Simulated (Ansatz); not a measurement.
ZnSe2⁻, relaxed as a doublet with UKS r2SCAN-D4/def2-TZVPD in Ansatz, starting from the GFN1-xTB geometry. Force threshold 0.02 eV/Å.

The relaxation made no stability test and no search for a lower SCF solution. The structure comes from a short search, and lower isomers may exist.

Start:

```xyz
3

Zn    0.0004    0.0000   -0.0004
Se    1.7746   -1.3789   -0.2151
Se   -1.7750    1.3789    0.2155
```

(1) Estimate the energy that the relaxation releases and the steps that it takes.

(2) Does the start keep its bonding and symmetry?

(3) Predict the relaxed structure.

Results:

(1) 0.00 eV, in 3 steps; 14 s on 4 threads of Arm Neoverse V2 on a shared host. No frequencies were taken in this run, so the end may be a saddle point.

(2) By distances, no bond broke or formed. The bond that changes most is Zn1–Se3, from 2.26 to 2.24 Å (atoms count from 1). Point group D∞h at the start, D∞h at the end, both within 0.05 Å.

(3) 
```xyz
3

Zn    0.000    0.000    0.000
Se    1.759   -1.367   -0.213
Se   -1.760    1.367    0.213
```
Bond lengths: 2 × Se–Zn 2.24 Å.
